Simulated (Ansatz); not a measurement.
Molecule: PH4, charge 0, multiplicity 2. SMILES: [H][P@TB5]([H])([H])[H]
Geometry from a B3LYP-D3(BJ)/def2-TZVP (Ansatz, a program for electronic structure) optimisation:
```xyz
5

P      0.0325    -0.0567     0.0507
H      0.0039    -0.0096    -1.3558
H      1.3973     0.6153     0.1230
H     -0.6512     1.1379     0.3459
H     -1.2377    -0.8936     0.1261
```
Charge 0, spin multiplicity 2.

Parts of the frozen-core correlation energy in cc-pV(D+d)Z (Ansatz, hartree). Frozen orbitals: 5; correlated occupied orbitals by spin: 5 and 4; virtual: 33 and 34. Open shells are spin-unrestricted. Spin-orbit coupling is left out. Non-relativistic.

```csv
term,value
reference (HF),-342.97047
MP2 opposite-spin,___
MP2 same-spin,___
CCSD correlation,-0.17598
(T),___
CCSDT minus CCSD(T),-0.00084
CCSDT(Q) minus CCSD(T),-0.00098
T1 diagnostic,0.015
largest doubles amplitude,0.054
<S^2> of the reference,0.780
```

Problem. Some entries are withheld; supply them.

Solution. 
- MP2 opposite-spin, value: -0.11967
- MP2 same-spin, value: -0.02314
- (T), value: -0.00410
